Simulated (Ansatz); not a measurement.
`[SiH3][N]([SiH3])[AlH][Cl]` + `C[S][Mg][OH]` → `C[S][AlH][Cl]` + `[OH][Mg][N]([SiH3])[SiH3]`  (redistribution)

Gas-phase electronic energies from Ansatz, PBE0-D4/def2-TZVP geometries. CBS: MP2 limit from def2 TZ/QZ plus the TZ coupled-cluster correction, frozen cores. DFT in def2-TZVPP. HSE06 is defined as in plane-wave codes. For Mg outer-core shells are correlated without core-valence functions, which leaves a few kJ/mol of doubt a bond. One conformer a species, not always the lowest.

`[SiH3][N]([SiH3])[AlH][Cl]`:

Z-matrix (Å, degrees):
```
Si
N 1 1.744
H 1 1.485 2 111.4
H 1 1.489 2 107.5 3 119.1
H 1 1.485 2 111.4 3 -121.7
Si 2 1.737 1 117.4 3 -119.3
Al 2 1.780 1 121.7 3 60.7
H 6 1.488 2 108.1 1 180.0
H 6 1.487 2 111.3 1 -60.3
H 6 1.487 2 111.3 1 60.3
Cl 7 2.095 2 115.7 1 -0.0
H 7 1.567 2 123.5 1 180.0
```

`C[S][Mg][OH]`:

Cartesian coordinates in Å:
```
C 1.285 -1.007 0.639
S 0.010 -0.055 1.537
Mg -1.208 0.909 -0.135
O -2.142 1.600 -1.456
H 1.909 -1.489 1.392
H 0.848 -1.783 0.012
H 1.923 -0.364 0.032
H -2.624 2.188 -2.022
```

`C[S][AlH][Cl]`:

Z-matrix (Å, degrees):
```
C
S 1 1.824
H 1 1.091 2 112.0
H 1 1.089 2 108.6 3 120.5
H 1 1.089 2 108.7 3 -120.5
Al 2 2.158 1 100.1 3 0.2
Cl 6 2.092 2 118.0 1 180.0
H 6 1.574 2 120.9 1 -0.0
```

`[OH][Mg][N]([SiH3])[SiH3]`:

```xyz
12

O    -2.760   -0.246   -2.055
Mg   -1.343   -0.127   -1.028
N     0.170    0.020    0.142
Si    0.676   -1.403    0.942
Si    0.896    1.560    0.294
H    -3.360   -0.369   -2.777
H     2.066   -1.819    0.599
H     0.596   -1.313    2.429
H    -0.243   -2.507    0.509
H     0.131    2.502   -0.586
H     2.321    1.594   -0.148
H     0.851    2.107    1.681
```

| level | ΔE (kcal/mol) |
| --- | --- |
| HSE06 | 3.2 |
| HF/CBS(def2) | 5.0 |

(1) What does CCSD(T)/CBS give? (Best estimate.)

Largest T1 diagnostic among the species: 0.011.

Answers

(1) Ansatz gave: +3.0 kcal/mol. The listed levels differ from it by 0.2, 2.0 kcal/mol.

At CCSD(T), def2-SVP lies +1.5 kcal/mol from the extrapolated value and def2-TZVPP +0.7 kcal/mol. The D4 term adds +0.9 kcal/mol with B3LYP and +0.5 kcal/mol with PBE0; it sums over pairs of atoms, weighted by their polarisabilities, and B3LYP, whose exchange is more repulsive, gets the larger term. In def2-TZVPP, CCSD(T) changes the Hartree–Fock value by −1.4 kcal/mol (the triples alone add −0.3 kcal/mol) and MP2 by −1.4 kcal/mol.

B3LYP here is the variant with VWN-RPA as its local correlation; programs differ in this.
